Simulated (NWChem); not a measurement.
# silylarsine (SiAsH5); SMILES [SiH3][AsH2]

```xyz
7

Si    -0.0200     1.5741     0.0000
As    -0.0441    -0.8183     0.0000
H     -0.7449     2.0537    -1.2073
H     -0.7449     2.0537     1.2073
H      1.3474     2.1600     0.0000
H      1.0205    -0.9002    -1.1016
H      1.0205    -0.9002     1.1016
```
Atoms are numbered in this order, from 1.

Program: NWChem. Pople sets run with spherical d functions. Structure relaxed at the B3LYP/6-31G* (spherical d) level. GIAO values for the isolated, static molecule; σ is the absolute isotropic shielding, δ = σ(reference) − σ with the isolated reference molecule computed at the same levels (1H: tetramethylsilane, 29Si: tetramethylsilane).

For level B3LYP/6-31G*:

- δ Si1 (ppm) = -46.0
- σ As2 (ppm) = 2017.9
- δ H3 (rotor mean) (ppm) = 4.07

### Question
How do the values read with level PBE/pcSseg-1 instead?

### Answer
- δ Si1 (ppm): -83.6
- σ As2 (ppm): 1906.0
- δ H3 (rotor mean) (ppm): 4.19
